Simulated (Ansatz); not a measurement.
Start from `FC[SiH2][SnH2][F]` and change one atom or group to get `FC[SiH2]S`.

Ansatz, PBE0-D4/def2-TZVP geometries, multiplicity 1. Each molecule was computed in one conformer, which needn't be the lowest.

Elements past krypton have def2 core potentials.

```csv
property,`FC[SiH2][SnH2][F]`
LUMO energy (PBE/def2-TZVPP) / eV,-1.85
HOMO energy (PBE0/def2-TZVPP) / eV,-8.18
LUMO energy (ωB97M-V/def2-TZVPP) / eV,0.51
HOMO–LUMO gap (B3LYP/def2-TZVPP) / eV,6.68
size of the dipole moment (ωB97M-V/def2-TZVPP) / D,4.28
HOMO energy (B3LYP/def2-TZVPP) / eV,-7.99
```

What does the change do to each property? (Best estimate.)

The calculation gave: 
```
                                          property  `FC[SiH2]S`  shift
                 LUMO energy (PBE/def2-TZVPP) / eV        -0.75   1.10
                HOMO energy (PBE0/def2-TZVPP) / eV        -7.53   0.65
             LUMO energy (ωB97M-V/def2-TZVPP) / eV         1.88   1.37
             HOMO–LUMO gap (B3LYP/def2-TZVPP) / eV         7.19   0.51
size of the dipole moment (ωB97M-V/def2-TZVPP) / D         1.39  -2.89
               HOMO energy (B3LYP/def2-TZVPP) / eV        -7.29   0.70
```

With PBE0 the HOMO rises by 0.65 eV and the LUMO rises by 1.24 eV, so the gap widens by about 0.59 eV. PBE moves the HOMO by 0.71 eV and ωB97M-V by 0.48 eV. Dipoles are sizes alone; their direction can turn.

B3LYP here is the variant with VWN-RPA as its local correlation; programs differ in this.
